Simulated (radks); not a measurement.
Species: Ca2+. Configuration: [Ar] (the NIST ground configuration). Calculated with a radial shooting solver on a logarithmic mesh with Libxc functionals: scalar-relativistic Kohn-Sham, r2SCAN, spin-polarised, spherical densities, finite nucleus; meta-GGA in the generalised Kohn-Sham scheme; Fermi nuclear charge, rms radius 3.4776 fm. Some entries of the table are withheld. Estimate them.

orbital,occ.,eigenvalue (eV),<1/r> (bohr^-1),<r^2> (bohr^2)
1s,2,-3982.768,19.74,0.007948
2s,2,(1),4.065,0.1561
2p,6,-354.3403,(2),0.1325
3s,2,(3),(4),1.533
3p,6,-43.7651,1.081,1.852

Answer. 
(1) 2s eigenvalue (eV): -436.3126
(2) 2p <1/r> (bohr^-1): 3.953
(3) 3s eigenvalue (eV): -63.8405
(4) 3s <1/r> (bohr^-1): 1.206
